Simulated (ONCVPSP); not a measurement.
Fe (Z = 26): variants of one ONCV potential

Base potential:

```json
{
 "Element": "iron (Fe)",
 "Generator": "ONCVPSP 4.0.1",
 "Type": "optimised norm-conserving Vanderbilt (ONCV)",
 "Functional": "PBE",
 "Relativity": "scalar-relativistic",
 "Frozen core": "[Ar]",
 "Valence charge": "8",
 "Reference configuration": "3d6 4s2",
 "Partial waves": "4s: rc 2.30 bohr, ncon 3, nbas 7, qcut 2.5 1/bohr, 2 projectors, debl 3.8 Ha; p scattering state at 0.29 Ha: rc 1.70 bohr, ncon 4, nbas 8, qcut 5.5 1/bohr, 2 projectors, debl 1.4 Ha; 3d: rc 1.20 bohr, ncon 5, nbas 10, qcut 15.5 1/bohr, 2 projectors, debl 0.3 Ha",
 "Local potential": "polynomial inside 1.10 bohr (lpopt 2, dvloc0 1 Ha)",
 "Core correction": "polynomial model core, fcfact 0.6"
}
```

Cutoffs, loose and tight: the cutoffs (Ha) at which the residual kinetic energy of the hardest occupied pseudo-wave falls to 1 and 0.1 mHa per electron. They do not see the model core or the augmentation charge, which bear on the density cutoff. Test errors are all-electron minus pseudo excitation energies from the reference, over the configurations 3d6 4s1; 3d6 4s0; 3d5 4s0; 3d5 4s2 4p1. A dash means not determined; rows that change the core or the reference have their own tests.

A true bound ghost makes a file unfit for plane-wave use even where its test errors are small: the radial tests pick states by their node count and pass the ghost by.

| change | outcome | cutoff, loose | cutoff, tight | bound ghosts | GHOST(+) flags above zero | largest test error (meV) |
| --- | --- | --- | --- | --- | --- | --- |
| base | generated | 81 Ha | 94 Ha | p | s | -246 |
| s: debl 0.2 | generated | 81 Ha | 94 Ha | p | s | -244 |
| s: debl 0.4 | generated | 81 Ha | 94 Ha | p | s | -245 |
| s: debl 0.6 | generated | 81 Ha | 94 Ha | p | s | -245 |
| s: debl 1.5 | generated | 81 Ha | 94 Ha | p | s | -246 |
| s: debl 2 | generated | 81 Ha | 94 Ha | p | s | -246 |
| s: debl 4.6 | generated | 81 Ha | 94 Ha | p | s | -246 |

Reading the sweep of the debl of the s channel (base included, trends over the rows without a ghost): Bound ghosts are found at 0.2, 0.4, 0.6, 1.5, 2, 3.8, 4.6 Ha. Every judged row has one, so this setting neither creates nor removes them.
